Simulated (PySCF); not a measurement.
# Two-component Hartree-Fock for Tb⁴⁹⁺ (terbium, charge +49)

Start: [Ne] 3s2 3p4; 3p1/2 filled at m_j = -1/2, +1/2; 3p3/2 filled at m_j = +1/2, +3/2. Calculated with PySCF 2.14 in an uncontracted even-tempered set (18 s from 13 bohr⁻², ratio 2.4; 14 p from 16 bohr⁻², ratio 2.4; 4 d from 59 bohr⁻², ratio 2.6; 4 f from 89 bohr⁻², ratio 2.6): generalised Hartree-Fock with the X2C-1e Hamiltonian and a Gaussian nucleus; one run each with spin-orbit coupling (SO) switched off, then screened by Boettger's factors.

```csv
spinor shell,electrons,"ε, spin-free (eV)","ε, screened SO (eV)",weight of nominal j (screened SO),"rms radius, screened SO (bohr)"
1s1/2,2,-55626.6,-55612.0,1.000,0.0245
2s1/2,2,-12012.7,-12006.8,1.000,0.0976
2p1/2,2,-11048.9,-11588.7,1.000,0.0833
2p3/2,4,-11048.9,-10814.3,1.000,0.0895
3s1/2,2,-4705.8,-4703.6,1.000,0.236
3p1/2,2,-4417.8,-4547.3,0.999,0.224
3p3/2,2,-4417.8,-4358.6,0.999,0.234
```

```
   quantity    spin-free  screened SO
E (hartree)  -9365.85548  -9377.89064
        M_J            2            2
       ⟨J²⟩        6.000        6.001
       ⟨L²⟩        2.000        3.236
       ⟨S²⟩        2.000        1.414
```

Each row is a mean over spinors that exchange with the open shell spreads, by up to 33.600 eV (3s1/2).

Breit and QED terms are absent; they matter most for the inner s and p1/2 levels.

Densities and radii are taken from the X2C orbitals without a picture-change correction, which distorts them close to the nucleus.

Without spin-orbit coupling the j labels of p, d and f shells carry no meaning; the spin-free column gives the mean over the occupied spinors of each nl shell.
